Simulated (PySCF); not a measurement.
# Kr(2+): excitation energy

Kr(2+) [Ar] 3d10 4s2 4p4 (3P) → Kr(2+) [Ar] 3d10 4s1 4p4 4d1 (high-spin determinant), as a difference of total energies. All numbers are calculated (PySCF 2.14, scalar relativity through the core potential, in aug-cc-pwCVTZ-PP with ECP10MDF). Correlated levels: valence: 3s2 3p6 3d10 frozen. The calculations carry no spin-orbit coupling.

```
           method  excitation energy (cm⁻¹)
              UHF                    246180
    MP2 (valence)                    249370
SCS-MP2 (valence)                    250530
   CCSD (valence)                    244730
CCSD(T) (valence)                    243280
```

The promoted electron is Rydberg-like, and one or two diffuse shells describe it only roughly, which tends to raise the upper state.

The coupled-cluster amplitudes are large for the upper state (T1 above 0.03 or a double amplitude above 0.15), so a single reference is strained.

The determinant of the upper state mixes LS terms, which raises its energy above the lowest term, most at the Hartree-Fock and MP2 levels.
